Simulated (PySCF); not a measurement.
A mixed set of molecules.

All values: PBE0/def2-SVPD (PySCF) at GFN2-xTB geometries, gas phase, one conformer each. Core orbitals are frozen in the response; Δα² is half the sum of the squared differences of the principal polarisabilities.

(1) Rank by HOMO–LUMO gap, highest first.
A. `C=C[SiH2]c1ccsn1`
B. `N#C[Si@@H]1C=CCCS1`
C. `N#C[SiH2]CC(C)=C=S`
D. `C=CCO`

(2) Rank by mean static polarisability, lowest first.
A. `C=CCO`
B. `N#C[Si@@H]1C=CCCS1`
C. `C=C[SiH2]c1ccsn1`
D. `CC(=C=S)C[SiH2]C#N`

## Answers

(1) D (7.64 eV), A (6.41 eV), B (6.20 eV), C (3.97 eV).

(2) A (6.47 Å³), B (15.20 Å³), C (15.83 Å³), D (17.10 Å³).

All values together:

| SMILES | formula | μ (D) | HOMO (eV) | LUMO (eV) | α (Å³) | Δα (Å³) | electrons | α per electron (Å³) |
| --- | --- | --- | --- | --- | --- | --- | --- | --- |
| N#C[Si@@H]1C=CCCS1 | C5H7NSSi | 4.74 | -7.30 | -1.10 | 15.20 | 4.60 | 74 | 0.205 |
| C=CCO | C3H6O | 1.57 | -7.74 | -0.10 | 6.47 | 2.64 | 32 | 0.202 |
| C=C[SiH2]c1ccsn1 | C5H7NSSi | 2.03 | -7.64 | -1.24 | 15.83 | 6.11 | 74 | 0.214 |
| CC(=C=S)C[SiH2]C#N | C5H7NSSi | 3.41 | -6.37 | -2.41 | 17.10 | 10.63 | 74 | 0.231 |

Conformers: `[N:1]#[C:2][Si@@H:3]1[CH:4]=[CH:5][CH2:6][CH2:7][S:8]1` with C2–Si3–C4–C5 -113°, C4–C5–C6–C7 29°, C5–C6–C7–S8 -69°, C6–C7–S8–Si3 64°; `[CH2:1]=[CH:2][CH2:3][OH:4]` with C1–C2–C3–O4 133°, C2–C3–O4–H -58°; `[CH2:1]=[CH:2][SiH2:3][c:4]1[cH:5][cH:6][s:7][n:8]1` with C1–C2–Si3–C4 -17°, C2–Si3–C4–C5 -107°; `[CH3:1][C:2](=[C:3]=[S:4])[CH2:5][SiH2:6][C:7]#[N:8]` with C1–C2–C5–Si6 -85°, C2–C5–Si6–C7 175°.
